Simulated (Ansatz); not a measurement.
Reactions of CH₇FOSi₂, SMILES `F[SiH2]OC[SiH3]`.

Computed with Ansatz on PBE0-D4/def2-TZVP structures; ΔE is electronic, products minus reactants. CCSD(T)/CBS adds triple-zeta CCSD(T) − MP2 to the extrapolated MP2 energy (def2 sets, frozen cores). This one scheme is used for every species. Double bonds are as drawn, so ΔE can hold a change between cis and trans. DFT in def2-TZVPP. B3LYP here is the variant with VWN-RPA as its local correlation; programs differ in this. Elements past krypton have def2 core potentials. For Ge, Sb, Se outer-core shells are correlated without core-valence functions, which leaves a few kJ/mol of doubt a bond. Scalar relativity is left out up to krypton. Each species was taken in one conformer, which may not be the lowest.

| reaction | ωB97M-V (kcal/mol) | r2SCAN-D4 (kcal/mol) | B3LYP-D4 (kcal/mol) | CCSD(T)/CBS(def2) (kcal/mol) |
| --- | --- | --- | --- | --- |
| `F[SiH2]OC[SiH3]` + `[SiH3]P` → `[SiH3]P[SiH3]` + `CO[SiH2]F` | -10.3 | -12.0 | -10.7 | -11.4 |
| `F[SiH2]OC[SiH3]` + `FCC(F)Cl` → `F[SiH2]C(F)Cl` + `FCOC[SiH3]` | 34.9 | 34.4 | 34.5 | 36.3 |
| `F[SiH2]OC[SiH3]` + `C/C([SiH3])=C\N` → `N[SiH2]OC[SiH3]` + `C/C([SiH3])=C\F` | 27.3 | 28.3 | 28.3 | 28.7 |
| `F[SiH2]OC[SiH3]` + `NCOCO` → `NCOC[SiH3]` + `OCO[SiH2]F` | -3.1 | -3.2 | -3.0 | -2.9 |
| `F[SiH2]OC[SiH3]` + `[NH2][SbH][OH]` → `[OH][SbH][NH][SiH3]` + `CO[SiH2]F` | -18.6 | -18.5 | -19.0 | -19.4 |
| `F[SiH2]OC[SiH3]` + `O[SiH](F)[SeH]` → `F[SiH]([SeH])O[SiH3]` + `CO[SiH2]F` | -27.6 | -27.6 | -28.6 | -28.6 |
| `F[SiH2]OC[SiH3]` → `O[SiH2][SiH2]CF` | 40.2 | 37.9 | 39.0 | 40.4 |
| `F[SiH2]OC[SiH3]` + H₂O → `OCO[SiH2]F` + SiH₄ | 6.5 | 5.9 | 6.4 | 8.3 |
| `F[SiH2]OC[SiH3]` + `OC(=S)N[SiH3]` → `F[SiH2]N[SiH3]` + `OC(=S)OC[SiH3]` | 16.6 | 16.3 | 17.3 | 16.7 |
| `F[SiH2]OC[SiH3]` + `[F][GeH3]` → `[F][GeH2][CH2][SiH3]` + `O[SiH2]F` | -26.7 | -27.1 | -24.7 | -28.7 |

Largest T1 diagnostic: 0.015, for `OC(=S)N[SiH3]`.
